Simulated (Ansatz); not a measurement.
`[NH2][AlH][SiH2][SiH2]Cl` + CH₃OH → `CO[SiH2][SiH2]Cl` + `[NH2][AlH2]`  (cleavage of the Si–Al bond)

Program: Ansatz. Geometries: PBE0-D4/def2-TZVP. ΔE: electronic, gas phase. CCSD(T)/CBS adds triple-zeta CCSD(T) − MP2 to the extrapolated MP2 energy (def2 sets, frozen cores). This one scheme is used for every species. DFT in def2-TZVPP. One conformer a species, not always the lowest.

| level | ΔE (kJ/mol) |
| --- | --- |
| ωB97M-V | -63.5 |
| CCSD/def2-TZVPP | -61.7 |
| SCS-MP2/def2-QZVPP | -71.7 |
| MP2/CBS(def2) | -64.9 |

(1) What does CCSD(T)/CBS give? (Estimate.)

Largest T1 diagnostic among the species: 0.013.

Results:

(1) Ansatz gave: -57.4 kJ/mol. The listed levels differ from it by -6.1, -4.3, -14.3, -7.5 kJ/mol.

From PBE to PBE0 (25 % exact exchange), in def2-TZVPP and without D4, ΔE moves by −5.8 kJ/mol. In def2-TZVPP, CCSD(T) changes the Hartree–Fock value by +30.5 kJ/mol (the triples alone add +4.3 kJ/mol) and MP2 by +23.0 kJ/mol.
